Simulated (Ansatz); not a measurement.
The same path of Cl$_{2}$GaH$_{2}$ (5 atoms, charge 0, multiplicity 2) was run 3 times with different band settings. Lost on the way: Ga1–Cl5.

Computed with Ansatz, UKS PBE0/def2-SVP.

Relaxed end points:

```xyz
5
Properties=species:S:1:pos:R:3
Ga 0.075 -0.153 0.652
Cl -0.444 1.652 2.061
H 1.549 -0.023 0.181
H -1.225 -0.644 -0.043
Cl 0.045 -0.832 2.900
```

```xyz
5
Properties=species:S:1:pos:R:3
Ga 0.092 0.021 -0.042
Cl -0.075 -0.017 2.122
H 1.523 0.342 -0.564
H -1.242 -0.278 -0.787
Cl -0.298 -0.068 5.022
```

Common settings: movable images 5; climbing image yes; spring 5.0 eV/Å²; optimiser quadratic models (default); iteration limit 60; end points relaxed.

| run | start path | force threshold |
| --- | --- | --- |
| 1 | through a guess of the saddle point | 0.03 eV/Å |
| 2 | straight line | 0.03 eV/Å |
| 3 | through a guess of the saddle point | 0.2 eV/Å |

What does each run give, and how far can it be trusted?

Run 1: converged after 12 iterations, highest image 0.927 eV above the first end. The highest image is an end point: on this band no image between the ends rises above it. A vibrational analysis next to that end finds imaginary modes (56i, 43i cm⁻¹), so it isn't a minimum.
Run 2: converged after 7 iterations, highest image 0.927 eV above the first end. The highest image is an end point: on this band no image between the ends rises above it.
Run 3: converged after 8 iterations, highest image 0.927 eV above the first end. The highest image is an end point: on this band no image between the ends rises above it.
